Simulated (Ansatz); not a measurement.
C₂H₅BOSi, relaxed with RKS PBE-D4/def2-SVP in the Gaussian-basis code of Ansatz from a rough embedded geometry. The force threshold is 0.03 eV/Å; the program also tests the step.

Charge 0, multiplicity 1. The bonds changed during the relaxation, so this is another structure than the one it started from.

Start:

```xyz
10

O     2.428   -0.630    0.498
C     1.234   -0.374    0.232
B     0.228   -0.855   -0.975
C    -0.906    0.101   -0.487
Si   -0.088    0.707    0.923
H     0.399   -1.564   -1.890
H    -1.202    0.857   -1.201
H    -1.800   -0.537   -0.165
H    -0.549    0.178    2.249
H     0.257    2.117    0.816
```

Question: How much energy does the relaxation release, and in how many steps? (An estimate is asked.)

Answer: Computed: 47.69 kcal/mol, in 21 steps, 2 of them rejected.

Question: Which bonds change most? (Estimate.)

Answer: Ansatz gave: B3–Si5 from 2.478 to 2.041 Å; C2–B3 from 1.643 to 1.482 Å; C4–Si5 from 1.740 to 1.867 Å; O1–C2 from 1.250 to 1.162 Å.

Question: Give the relaxed structure. (Best estimate.)

Answer: Computed: 
```xyz
10

O     1.997   -1.964    0.723
C     1.308   -1.267    0.099
B     0.467   -0.335   -0.689
C    -1.123   -0.155   -0.373
Si   -0.160    1.074    0.649
H     1.006    0.057   -1.709
H    -1.699    0.215   -1.237
H    -1.650   -0.952    0.180
H    -0.071    0.816    2.120
H    -0.074    2.510    0.237
```
